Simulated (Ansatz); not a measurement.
Start from `[NH2][Sn][NH2]` and change one atom or group to get `[NH2][Sn][Cl]`.

Ansatz, PBE0-D4/def2-TZVP geometries, multiplicity 1. Each molecule was computed in one conformer, which needn't be the lowest.

Elements past krypton have def2 core potentials.

| property | `[NH2][Sn][NH2]` |
| --- | --- |
| HOMO–LUMO gap (PBE0/def2-TZVPP) / eV | 5.50 |
| LUMO energy (PBE0/def2-TZVPP) / eV | -1.12 |
| HOMO–LUMO gap (PBE/def2-TZVPP) / eV | 3.52 |
| zero-point energy (PBE0-D4/def2-TZVP) / kJ/mol | 128.9 |
| HOMO energy (ωB97M-V/def2-TZVPP) / eV | -8.95 |
| size of the dipole moment (ωB97M-V/def2-TZVPP) / D | 0.48 |

Task: What does the change do to each property? (An estimate is asked.)

Result: Ansatz gave: 
```tsv
property	`[NH2][Sn][Cl]`	shift
HOMO–LUMO gap (PBE0/def2-TZVPP) / eV	5.43	-0.07
LUMO energy (PBE0/def2-TZVPP) / eV	-2.09	-0.97
HOMO–LUMO gap (PBE/def2-TZVPP) / eV	3.60	0.08
zero-point energy (PBE0-D4/def2-TZVP) / kJ/mol	68.0	-60.9
HOMO energy (ωB97M-V/def2-TZVPP) / eV	-9.60	-0.65
size of the dipole moment (ωB97M-V/def2-TZVPP) / D	3.19	2.71
```

With PBE0 the HOMO falls by 0.89 eV and the LUMO falls by 0.97 eV, so the gap narrows by about 0.08 eV. PBE moves the HOMO by -1.05 eV and ωB97M-V by -0.65 eV. The zero-point energy changes by -60.9 kJ/mol with -6 modes. Dipoles are sizes alone; their direction can turn.
